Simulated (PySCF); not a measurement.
Electron correlation in Mg (magnesium, neutral)

[Ne] 3s2, closed-shell 1S. Calculation: PySCF 2.14, in x2c-TZVPall (5s4p3d, 32 functions); scalar relativity by spin-free X2C-1e. Frozen: [Ne]; 2 electrons correlated.

Total MP2 correlation energy: -21.69 mhartree.

Same-spin part 0.00 and opposite-spin part -21.69 mhartree; SCS-MP2 scales them by 1/3 and 6/5 to -26.03 mhartree.

With two correlated electrons CCSD is exact within the correlated space (frozen core and kept virtual orbitals).

| level | correlation energy (mhartree) |
| --- | --- |
| CCSD | -32.66 |

Diagnostics: T1 = 0.013, D1 = 0.0183, largest double amplitude 0.131.

Cost of the coupled-cluster step: 0.08 s of wall time on 1 thread of Neoverse-V1 (shared host), for 2 correlated electrons.

Iterations:

```
CC2 = 0
CCSD nocc = 1, nmo = 27
frozen orbitals [0, 1, 2, 3, 4]
max_cycle = 100
direct = 0
conv_tol = 1e-08
conv_tol_normt = 1e-06
diis_space = 8
diis_start_cycle = 0
Init t2, MP2 energy = -199.934617135813  E_corr(MP2) -0.0216901541823427
Init E_corr(CCSD) = -0.0216901541825282
cycle = 1  E_corr(CCSD) = -0.0278220964259739  dE = -0.00613194224  norm(t1,t2) = 0.056629
cycle = 2  E_corr(CCSD) = -0.0302680665675933  dE = -0.00244597014  norm(t1,t2) = 0.027605
cycle = 3  E_corr(CCSD) = -0.0326632460429  dE = -0.00239517948  norm(t1,t2) = 0.014644
cycle = 4  E_corr(CCSD) = -0.0326547517117904  dE = 8.49433111e-06  norm(t1,t2) = 0.00120504
cycle = 5  E_corr(CCSD) = -0.03266456919673  dE = -9.81748494e-06  norm(t1,t2) = 0.000124544
cycle = 6  E_corr(CCSD) = -0.032656871293171  dE = 7.69790356e-06  norm(t1,t2) = 3.57303e-05
cycle = 7  E_corr(CCSD) = -0.0326586550356578  dE = -1.78374249e-06  norm(t1,t2) = 1.05773e-05
cycle = 8  E_corr(CCSD) = -0.032658485754541  dE = 1.69281117e-07  norm(t1,t2) = 1.61465e-06
cycle = 9  E_corr(CCSD) = -0.0326584232393781  dE = 6.25151629e-08  norm(t1,t2) = 3.47486e-07
cycle = 10  E_corr(CCSD) = -0.0326584317264275  dE = -8.48704938e-09  norm(t1,t2) = 4.85754e-08
CCSD converged
E(CCSD) = -199.9455854133575  E_corr = -0.0326584317264275
```
